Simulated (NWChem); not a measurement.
All runs are NWChem calculations. System: H₃AlF₂Si, charge 0, spin multiplicity 1, at a geometry optimised with PBE0/def2-SVP. The structure started from a generated list of species. Level: G0W0@PBE/def2-SVP, RI basis def2-svp-rifit.

The NWChem input:

```
start mol
memory heap 200 mb stack 700 mb global 1700 mb
geometry units angstroms nocenter noautoz noautosym
  Al    -0.423363     0.230361    -0.289779
  F     -1.899182    -0.506620    -0.472465
  F     -0.247889     1.706365    -1.028642
  Si     1.391075    -0.774859     0.970173
  H      1.905524     0.194337     1.986640
  H      2.513920    -1.122579     0.044155
  H      0.932865    -2.016134     1.663882
end
basis spherical
  * library def2-svp
end
basis "ri basis" bse spherical
  * library def2-svp-rifit
end
dft
  xc xpbe96 cpbe96
  iterations 100
  direct
  tolerances tight
end
task dft energy
gw
  states alpha occ 4 vir 2
end
task dft gw
```

NWChem printed:

```
             Northwest Computational Chemistry Package (NWChem) 7.3.0
             --------------------------------------------------------

                                NWChem Input Module
                                -------------------

 Scaling coordinates for geometry "geometry" by  1.889725989
 (inverse scale =  0.529177249)

                             Geometry "geometry" -> ""
                             -------------------------

 Output coordinates in angstroms (scale by  1.889725989 to convert to a.u.)

  No.       Tag          Charge          X              Y              Z
 ---- ---------------- ---------- -------------- -------------- --------------
    1 Al                  13.0000    -0.42336300     0.23036100    -0.28977900
    2 F                    9.0000    -1.89918200    -0.50662000    -0.47246500
    3 F                    9.0000    -0.24788900     1.70636500    -1.02864200
    4 Si                  14.0000     1.39107500    -0.77485900     0.97017300
    5 H                    1.0000     1.90552400     0.19433700     1.98664000
    6 H                    1.0000     2.51392000    -1.12257900     0.04415500
    7 H                    1.0000     0.93286500    -2.01613400     1.66388200

 Effective nuclear repulsion energy (a.u.)     195.1617120324

            Nuclear Dipole moment (a.u.)
            ----------------------------
        X                 Y               Z
 ---------------- ---------------- ----------------
     0.0000018897    -0.0000075589     0.0000170075


 Summary of "ao basis" -> "" (spherical)
 ------------------------------------------------------------------------------
       Tag                 Description            Shells   Functions and Types
 ---------------- ------------------------------  ------  ---------------------
 *                          def2-svp                  on all atoms

 new library libraries.bse/

 Summary of "ri basis" -> "" (spherical)
 ------------------------------------------------------------------------------
       Tag                 Description            Shells   Functions and Types
 ---------------- ------------------------------  ------  ---------------------
 *                       def2-svp-rifit               on all atoms

  pbe96 is a nonlocal functional; adding pw91lda local functional.

                                 NWChem DFT Module
                                 -----------------

 Summary of "ao basis" -> "ao basis" (spherical)
 ------------------------------------------------------------------------------
       Tag                 Description            Shells   Functions and Types
 ---------------- ------------------------------  ------  ---------------------
 Al                         def2-svp                 8       18   4s3p1d
 F                          def2-svp                 6       14   3s2p1d
 Si                         def2-svp                 8       18   4s3p1d
 H                          def2-svp                 3        5   2s1p

 Summary of "ao basis" -> "ao basis" (spherical)
 ------------------------------------------------------------------------------
       Tag                 Description            Shells   Functions and Types
 ---------------- ------------------------------  ------  ---------------------
 Al                         def2-svp                 8       18   4s3p1d
 F                          def2-svp                 6       14   3s2p1d
 Si                         def2-svp                 8       18   4s3p1d
 H                          def2-svp                 3        5   2s1p

            General Information
            -------------------
          SCF calculation type: DFT
          Wavefunction type:  closed shell.
          No. of atoms     :     7
          No. of electrons :    48
           Alpha electrons :    24
            Beta electrons :    24
          Charge           :     0
          Spin multiplicity:     1
          Use of symmetry is: off; symmetry adaption is: off
          Maximum number of iterations: 100
          This is a Direct SCF calculation.
          AO basis - number of functions:    79
                     number of shells:    37
          Convergence on energy requested:  1.00D-06
          Convergence on density requested:  1.00D-05
          Convergence on gradient requested:  5.00D-04

              XC Information
              --------------
          PerdewBurkeErnzerhof Exchange Functional  1.000
            Perdew 1991 LDA Correlation Functional  1.000 local
           PerdewBurkeErnz. Correlation Functional  1.000 non-local

             Grid Information
             ----------------
          Grid used for XC integration:  medium
          Radial quadrature: Mura-Knowles
          Angular quadrature: Lebedev.
          Tag              B.-S. Rad. Rad. Pts. Rad. Cut. Ang. Pts.
          ---              ---------- --------- --------- ---------
          Al                  1.25       88          10.0       590
          F                   0.50       49          12.0       434
          Si                  1.10       88          10.0       590
          H                   0.35       45          11.0       434
          Grid pruning is: on
          Number of quadrature shells:   409
          Spatial weights used:  Erf1

          Convergence Information
          -----------------------
          Convergence aids based upon iterative change in
          total energy or number of iterations.
          Levelshifting, if invoked, occurs when the
          HOMO/LUMO gap drops below (HL_TOL):  1.00D-02
          DIIS, if invoked, will attempt to extrapolate
[...]
          using up to (NFOCK): 10 stored Fock matrices.

                    Damping( 0%)  Levelshifting(0.5)       DIIS
                  --------------- ------------------- ---------------
          dE  on:    start            ASAP                start
          dE off:    2 iters        100 iters           100 iters

      Screening Tolerance Information
      -------------------------------
          Density screening/tol_rho:  1.00D-10
          AO Gaussian exp screening on grid/accAOfunc:  14
          CD Gaussian exp screening on grid/accCDfunc:  20
          XC Gaussian exp screening on grid/accXCfunc:  20
          Schwarz screening/accCoul:  1.00D-08

      Superposition of Atomic Density Guess
      -------------------------------------

 Sum of atomic energies:        -730.61282131

      Non-variational initial energy
      ------------------------------

 Total energy =    -731.031589
 1-e energy   =   -1405.183320
 2-e energy   =     478.990019
 HOMO         =      -0.356403
 LUMO         =      -0.006064

   convergence    iter        energy       DeltaE   RMS-Dens  Diis-err    time
 ---------------- ----- ----------------- --------- --------- ---------  ------
 d= 0,ls=0.0,diis     1   -732.6075926205 -9.28D+02  3.41D-02  1.07D+00     0.7
 d= 0,ls=0.0,diis     2   -731.9737289003  6.34D-01  2.25D-02  8.09D+00     1.1
 d= 0,ls=0.0,diis     3   -732.7388692459 -7.65D-01  1.95D-03  6.90D-03     1.6
 d= 0,ls=0.0,diis     4   -732.7394892708 -6.20D-04  9.62D-04  3.07D-03     2.0
 d= 0,ls=0.0,diis     5   -732.7400632653 -5.74D-04  1.66D-04  1.64D-04     2.4
 d= 0,ls=0.0,diis     6   -732.7400838152 -2.05D-05  4.68D-05  3.68D-05     2.9
 d= 0,ls=0.0,diis     7   -732.7400868652 -3.05D-06  1.25D-05  1.80D-06     3.3
 d= 0,ls=0.0,diis     8   -732.7400870407 -1.75D-07  2.90D-06  1.27D-08     3.8

         Total DFT energy =     -732.740087040699
      One electron energy =    -1408.057844601207
           Coulomb energy =      541.327334384738
    Exchange-Corr. energy =      -61.171288856665
 Nuclear repulsion energy =      195.161712032435

 Numeric. integr. density =       47.999996685507

     Total iterative time =      3.6s

                       DFT Final Molecular Orbital Analysis
                       ------------------------------------

 Vector   22  Occ=2.000000D+00  E=-3.256185D-01
              MO Center=  1.9D+00, -6.0D-01,  8.7D-01, r^2= 2.4D+00
   Bfn.  Coefficient  Atom+Function         Bfn.  Coefficient  Atom+Function
  ----- ------------  ---------------      ----- ------------  ---------------
    70      0.339685  6 H  s                 65     -0.295291  5 H  s
    56     -0.248173  4 Si pz                59     -0.210671  4 Si pz
    71      0.162484  6 H  s                 53      0.143303  4 Si pz
    66     -0.139437  5 H  s                 55     -0.133189  4 Si py
    58     -0.113048  4 Si py                54      0.095539  4 Si px

 Vector   23  Occ=2.000000D+00  E=-3.218365D-01
              MO Center=  6.8D-01, -7.0D-01,  7.9D-01, r^2= 4.9D+00
   Bfn.  Coefficient  Atom+Function         Bfn.  Coefficient  Atom+Function
  ----- ------------  ---------------      ----- ------------  ---------------
    75      0.321695  7 H  s                 36     -0.235616  3 F  px
    55     -0.206166  4 Si py                23     -0.201171  2 F  py
    65     -0.194723  5 H  s                 39      0.166664  3 F  px
    58     -0.160423  4 Si py                76      0.159551  7 H  s
    54     -0.146510  4 Si px                26      0.140370  2 F  py

 Vector   24  Occ=2.000000D+00  E=-2.748319D-01
              MO Center=  5.7D-01, -3.2D-01,  4.0D-01, r^2= 3.3D+00
   Bfn.  Coefficient  Atom+Function         Bfn.  Coefficient  Atom+Function
  ----- ------------  ---------------      ----- ------------  ---------------
     3      0.275976  1 Al s                 57     -0.256332  4 Si px
    54     -0.226675  4 Si px                50      0.213656  4 Si s
    22      0.184791  2 F  px                59     -0.165642  4 Si pz
     2      0.161933  1 Al s                  8      0.160903  1 Al px
    56     -0.152711  4 Si pz                37     -0.136440  3 F  py

 Vector   25  Occ=0.000000D+00  E=-7.643628D-02
              MO Center=  1.0D-01, -6.5D-02,  1.1D-01, r^2= 4.2D+00
   Bfn.  Coefficient  Atom+Function         Bfn.  Coefficient  Atom+Function
  ----- ------------  ---------------      ----- ------------  ---------------
    13      0.455792  1 Al pz                71      0.425998  6 H  s
    59      0.410442  4 Si pz                66     -0.370235  5 H  s
    10      0.285508  1 Al pz                12      0.245686  1 Al py
    58      0.214625  4 Si py                11     -0.175392  1 Al px
     9      0.156581  1 Al py                70      0.151240  6 H  s

 Vector   26  Occ=0.000000D+00  E=-5.089530D-02
              MO Center= -1.2D-01,  3.7D-02, -1.0D-01, r^2= 5.0D+00
   Bfn.  Coefficient  Atom+Function         Bfn.  Coefficient  Atom+Function
  ----- ------------  ---------------      ----- ------------  ---------------
     4      1.220079  1 Al s                 50     -0.723630  4 Si s
    49     -0.396690  4 Si s                 57      0.342927  4 Si px
    59      0.290409  4 Si pz                 3      0.280295  1 Al s
    58     -0.280641  4 Si py                 2      0.238699  1 Al s
    21     -0.228133  2 F  s                 35     -0.217490  3 F  s

 Vector   27  Occ=0.000000D+00  E=-2.933488D-02
              MO Center=  8.1D-01, -3.9D-01,  5.1D-01, r^2= 4.2D+00
   Bfn.  Coefficient  Atom+Function         Bfn.  Coefficient  Atom+Function
  ----- ------------  ---------------      ----- ------------  ---------------
    76      0.809781  7 H  s                 58      0.716573  4 Si py
    57      0.544768  4 Si px                66     -0.456035  5 H  s
    12      0.335217  1 Al py                71     -0.288569  6 H  s
    11      0.251217  1 Al px                75      0.213009  7 H  s
    59     -0.174836  4 Si pz                35     -0.155208  3 F  s

 center of mass
 --------------
 x =  -0.15557662 y =   0.08590585 z =  -0.10772376

 moments of inertia (a.u.)
 ------------------
         510.765062957064          94.815910763843        -242.832028316835
          94.815910763843         708.218338371072         194.355038337271
        -242.832028316835         194.355038337271         794.743735109283

     Multipole analysis of the density
     ---------------------------------

     L   x y z        total         alpha         beta         nuclear
     -   - - -        -----         -----         ----         -------
     0   0 0 0     -0.000000    -24.000000    -24.000000     48.000000

     1   1 0 0      0.489336      0.244667      0.244667      0.000002
     1   0 1 0     -0.278739     -0.139366     -0.139366     -0.000008
     1   0 0 1      0.348460      0.174221      0.174221      0.000017

     2   2 0 0    -30.021875   -145.814470   -145.814470    261.607065
     2   1 1 0     -1.067073     27.746134     27.746134    -56.559340
     2   1 0 1     -1.524148    -65.591844    -65.591844    129.659539
     2   0 2 0    -29.582248    -91.521522    -91.521522    153.460796
     2   0 1 1      2.245315     51.212667     51.212667   -100.180018
     2   0 0 2    -26.540356    -71.332242    -71.332242    116.124129

 Task  times  cpu:        3.8s     wall:        3.8s

                                NWChem Input Module
                                -------------------

                                 NWChem GW Module
                                 ----------------

                             ***********************
                             ***        GW       ***
                             ***********************

 Summary of "ri basis" -> "ri basis" (spherical)
 ------------------------------------------------------------------------------
       Tag                 Description            Shells   Functions and Types
 ---------------- ------------------------------  ------  ---------------------
 Al                      def2-svp-rifit             20       62   8s5p5d2f
 F                       def2-svp-rifit             16       48   6s5p4d1f
 Si                      def2-svp-rifit             20       62   8s5p5d2f
 H                       def2-svp-rifit              6       14   3s2p1d

                 Memory Information
                 ------------------
          Available GA per process is          1700.0 MBs
          Available stack per process is        700.0 MBs
          Available heap per process is           0.0 MBs

          Peak memory in Initialization
              Peak GA per process is                  4.6 MBs
              Peak stack per process is               0.0 MBs
              Peak heap per process is                4.9 MBs
              Memory not in MA per process            0.0 MBs

          Peak memory in AFF Calculation
              Peak GA per process is                 19.9 MBs
              Peak stack per process is              13.3 MBs
              Peak heap per process is                0.0 MBs
              Memory not in MA per process           13.3 MBs

          Computing 2-center integrals
          Computing Inverse Cholesky factor
          Computing 3-center integrals
          Computing V_xc ...

          Computing Sigma_x
          Computing RPA polarizability
          Solving quasiparticle equations

                  Alpha Orbitals
          State     Energy (eV)     Error (eV)
          -----------------------------------
@GW        21        -12.408           0.002
@GW        22        -11.911           0.002
@GW        23        -11.952           0.002
@GW        24        -10.172           0.002
@GW        25          0.852           0.002
@GW        26          1.508           0.002

   Applying  -2.6935 eV scissor-shift to rest of particle states

   Applying   2.9322 eV scissor-shift to rest of hole states

     GW Timing Statistics
   ------------------------
   Init.   :          0.0s
     ERIs  :          0.3s
     Distr.:          0.0s
     Vxc   :          0.3s
   Sigma_x :          0.0s
   RPA     :          0.5s
   Wmn     :          0.0s
   Sigma_c :          0.0s
   GW total:          1.1s

 Task  times  cpu:        1.1s     wall:        1.1s

 Total times  cpu:        4.9s     wall:        4.9s
```
